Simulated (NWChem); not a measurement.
System meant: C3H3BF2; SMILES C(B(F)C#C)F

Here is an NWChem input.

```
start job
memory heap 200 mb stack 900 mb global 1100 mb
geometry units angstroms noautoz
  C      1.357122     2.066768     0.000000
  C      0.484432     1.218630     0.000000
  B     -0.579171     0.123977     0.000000
  F     -1.865399     0.457851     0.000000
  C     -0.252394    -1.415656     0.000000
  F      1.087631    -1.702986     0.000000
  H      2.127737     2.817803     0.000000
  H     -0.732922    -1.884457     0.882041
  H     -0.732922    -1.884457    -0.882041
end
basis spherical
  C library def2-svp
  B library def2-svp
  F library def2-svp
  H library def2-svp
end
dft
  xc b3lyp
  iterations 4
  mulliken
end
task dft energy
```

End of the output:

```
    Atom       Charge   Shell Charges
 -----------   ------   -------------------------------------------------------
    1 C    6     5.95   1.97  0.64  0.35  1.77  1.18  0.05
    2 C    6     6.08   1.97  0.65  0.34  1.86  1.21  0.05
    3 B    5     5.09   1.96  0.53  0.23  1.40  0.60  0.37
    4 F    9     8.94   1.98  0.98  0.70  3.21  2.06  0.01
    5 C    6     5.94   1.96  0.59  0.31  1.84  1.10  0.14
    6 F    9     9.13   1.98  1.01  0.74  3.23  2.15  0.01
    7 H    1     0.95   0.60  0.27  0.08
    8 H    1     0.96   0.64  0.26  0.07
    9 H    1     0.96   0.64  0.26  0.07

 center of mass
 --------------
 x =  -0.04315140 y =  -0.00534617 z =   0.00000000

 moments of inertia (a.u.)
 ------------------
         604.081097421981          -0.000000000000           0.000000000000
          -0.000000000000         446.696348114374           0.000000000000
           0.000000000000           0.000000000000        1039.577385877804

     Multipole analysis of the density
     ---------------------------------

     L   x y z        total         alpha         beta         nuclear
     -   - - -        -----         -----         ----         -------
     0   0 0 0     -0.000000    -22.000000    -22.000000     44.000000

     1   1 0 0      0.046218      0.023109      0.023109     -0.000000
     1   0 1 0      0.270956      0.135478      0.135478      0.000000
     1   0 0 1     -0.000000     -0.000000     -0.000000      0.000000

     2   2 0 0    -25.514359   -122.803588   -122.803588    220.092818
     2   1 1 0      5.867515     -6.915584     -6.915584     19.698683
     2   1 0 1     -0.000000     -0.000000     -0.000000      0.000000
     2   0 2 0    -21.477745   -171.648072   -171.648072    321.818400
     2   0 1 1     -0.000000     -0.000000     -0.000000      0.000000
     2   0 0 2    -23.784185    -14.670367    -14.670367      5.556550

 ------------------------------------------------------------------------
 dft energy failed                                                                                  0
 ------------------------------------------------------------------------
 ------------------------------------------------------------------------
  current input line :
    25: task dft energy
 ------------------------------------------------------------------------
 ------------------------------------------------------------------------
 This type of error is most commonly associated with calculations not reaching convergence criteria
 ------------------------------------------------------------------------
 For more information see the NWChem manual at https://nwchemgit.github.io

0:dft energy failed:Received an Error in Communication
```

Problem. Can this run be used? If not, why, and what is the fix?

Solution. Convergence was not reached. Cause: the SCF was allowed too few iterations. This input runs:
```
start job
memory heap 200 mb stack 900 mb global 1100 mb
geometry units angstroms noautoz
  C      1.357122     2.066768     0.000000
  C      0.484432     1.218630     0.000000
  B     -0.579171     0.123977     0.000000
  F     -1.865399     0.457851     0.000000
  C     -0.252394    -1.415656     0.000000
  F      1.087631    -1.702986     0.000000
  H      2.127737     2.817803     0.000000
  H     -0.732922    -1.884457     0.882041
  H     -0.732922    -1.884457    -0.882041
end
basis spherical
  * library def2-svp
end
dft
  xc b3lyp
  iterations 150
  mulliken
end
task dft energy
```
It converges to -340.39396 Ha (B3LYP/def2-SVP).
